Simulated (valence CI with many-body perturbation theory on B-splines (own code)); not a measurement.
Missing levels of Eu²⁴⁺

Method: configuration interaction combined with many-body perturbation theory (CI+MBPT): three valence electrons over a frozen Dirac-Fock core [Kr], a basis of 9 s, 9 p, 10 d, 8 f, 5 g, 3 h, 1 i functions for each j, with the one-electron correlation potential Σ1 (screened to all orders), the two-electron term Σ2, the three-electron term Σ3, Breit, model QED; selected single and double excitations, second order for the rest (own B-spline code, finite nucleus).

No measured spectrum was set against this ion. As an estimate, terms of the open shell hold to 2 to 4 % of their energy, and close levels can change places. Only levels of the ground parity were solved; by the run's estimate the other parity begins above the list, which can be wrong where configurations are misplaced.

```
                    Level  E (eV)
          (4d3/2^3) J=3/2   0.000
(4d3/2^2 4d5/2) J=5/2 [a]   4.980
    (4d3/2^2 4d5/2) J=3/2   7.232
    (4d3/2^2 4d5/2) J=7/2       ?
    (4d3/2^2 4d5/2) J=9/2   8.119
    (4d3/2^2 4d5/2) J=1/2   8.443
(4d3/2^2 4d5/2) J=5/2 [b]  12.866
(4d3/2 4d5/2^2) J=7/2 [a]  13.024
    (4d3/2 4d5/2^2) J=9/2       ?
(4d3/2 4d5/2^2) J=3/2 [a]  15.297
    (4d3/2 4d5/2^2) J=1/2  16.034
   (4d3/2 4d5/2^2) J=11/2  16.718
(4d3/2 4d5/2^2) J=5/2 [a]  17.632
(4d3/2 4d5/2^2) J=5/2 [b]       ?
(4d3/2 4d5/2^2) J=7/2 [b]  19.409
          (4d5/2^3) J=9/2       ?
          (4d5/2^3) J=3/2       ?
(4d3/2 4d5/2^2) J=3/2 [b]  27.104
          (4d5/2^3) J=5/2       ?
```

Levels are named by their leading jj configuration (3d3/2^4 stands for four electrons in 3d with j = 3/2), which in mixed levels can hold well under half, so a name can repeat and another be missing. Letters in brackets count levels of one name in rising energy.

(1) The levels stand in rising order. What does the calculation give for the missing energies?

Answers

(1) (4d3/2^2 4d5/2) J=7/2 7.401; (4d3/2 4d5/2^2) J=9/2 13.816; (4d3/2 4d5/2^2) J=5/2 [b] 18.531; (4d5/2^3) J=9/2 21.396; (4d5/2^3) J=3/2 22.383; (4d5/2^3) J=5/2 28.929.
